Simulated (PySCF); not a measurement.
C$_{2}$H$_{3}$ClGeO$_{2}$, singlet, at the geometry of the source list; DF-R2SCAN/6-31G** (PySCF).

Input for PySCF:
```python
from pyscf import gto, scf, dft

mol = gto.M(
    atom='''
O     2.45650000   -0.10350000    0.30480000
C     1.20150000   -0.14570000    0.40230000
O     0.23960000   -0.97260000    0.96450000
C    -0.60960000   -0.91660000   -0.16440000
Ge   -0.20970000    0.97430000   -0.20430000
Cl   -1.08080000    2.21300000    1.29260000
H    -0.27110000   -1.43210000   -1.06980000
H    -1.66810000   -1.16950000    0.09730000
H    -0.05810000    1.55270000   -1.62300000
''',
    basis='6-31g**',
    verbose=4,
)

mf = dft.RKS(mol)
mf.xc = 'r2scan'
mf = mf.density_fit(auxbasis='def2-universal-jkfit')
mf.kernel()
```

Problem. Write the output that PySCF gives for this input, abridged.

Solution. 
```
PySCF version 2.14.0

[INPUT] verbose = 4
[INPUT] num. atoms = 9
[INPUT] num. electrons = 80
[INPUT] charge = 0
[INPUT] spin (= nelec alpha-beta = 2S) = 0
[INPUT] symmetry False subgroup None
[INPUT] Mole.unit = angstrom
[INPUT] Symbol           X                Y                Z      unit          X                Y                Z       unit  Magmom
[...]
nuclear repulsion = 553.102955896766
number of shells = 53
number of NR pGTOs = 275
number of NR cGTOs = 121
basis = 6-31g**
ecp = {}

******** <class 'pyscf.df.df_jk.DFRKS'> ********
method = DFRKS
initial guess = minao
damping factor = 0
level_shift factor = 0
DIIS = <class 'pyscf.scf.diis.CDIIS'>
diis_start_cycle = 1
diis_space = 8
diis_damp = 0
SCF conv_tol = 1e-09
SCF conv_tol_grad = None
SCF max_cycles = 50
direct_scf = False
XC library pyscf.dft.libxc version 7.1.2
    S. Lehtola, C. Steigemann, M. J. T. Oliveira, and M. A. L. Marques,  SoftwareX 7, 1–5 (2018)
XC functionals = r2scan
    J. W. Furness, A. D. Kaplan, J. Ning, J. P. Perdew, and J. Sun,  J. Phys. Chem. Lett. 11, 8208–8215 (2020)
    J. W. Furness, A. D. Kaplan, J. Ning, J. P. Perdew, and J. Sun,  J. Phys. Chem. Lett. 11, 9248–9248 (2020)
    J. W. Furness, A. D. Kaplan, J. Ning, J. P. Perdew, and J. Sun,  J. Phys. Chem. Lett. 11, 8208–8215 (2020)
    J. W. Furness, A. D. Kaplan, J. Ning, J. P. Perdew, and J. Sun,  J. Phys. Chem. Lett. 11, 9248–9248 (2020)
radial grids:
    Treutler-Ahlrichs [JCP 102, 346 (1995); DOI:10.1063/1.469408] (M4) radial grids

becke partition: Becke, JCP 88, 2547 (1988); DOI:10.1063/1.454033
pruning grids: <function nwchem_prune>
grids dens level: 3
symmetrized grids: False
atomic radii adjust function: <function treutler_atomic_radii_adjust>
small_rho_cutoff = 0
Set gradient conv threshold to 3.16228e-05
Initial guess from minao.
tot grids = 125344
init E= -2765.39270565939
[...]
cycle= 1 E= -2764.965325923  delta_E= 0.427  |g|= 1.02  |ddm|= 3.34
[...]
cycle= 2 E= -2763.25128267705  delta_E= 1.71  |g|= 2.84  |ddm|= 3.82
[...]
cycle= 3 E= -2765.07852378742  delta_E= -1.83  |g|= 0.607  |ddm|= 3.48
[...]
cycle= 4 E= -2765.14512362286  delta_E= -0.0666  |g|= 0.269  |ddm|= 0.719
[...]
cycle= 5 E= -2765.15782477283  delta_E= -0.0127  |g|=  0.1  |ddm|= 0.307
[...]
cycle= 6 E= -2765.1599739614  delta_E= -0.00215  |g|= 0.0216  |ddm|= 0.121
[...]
cycle= 7 E= -2765.16008280652  delta_E= -0.000109  |g|= 0.00581  |ddm|= 0.0284
[...]
cycle= 8 E= -2765.16009228583  delta_E= -9.48e-06  |g|= 0.000933  |ddm|= 0.00798
[...]
cycle= 9 E= -2765.1600924811  delta_E= -1.95e-07  |g|= 0.000263  |ddm|= 0.00127
[...]
cycle= 10 E= -2765.16009249374  delta_E= -1.26e-08  |g|= 0.000118  |ddm|= 0.00042
[...]
cycle= 11 E= -2765.16009249725  delta_E= -3.5e-09  |g|= 2.32e-05  |ddm|= 0.000171
[...]
cycle= 12 E= -2765.16009249738  delta_E= -1.34e-10  |g|= 6.34e-06  |ddm|= 2.95e-05
[...]
Extra cycle  E= -2765.16009249734  delta_E= 3.73e-11  |g|= 1.3e-05  |ddm|= 1.96e-05
converged SCF energy = -2765.16009249734
```
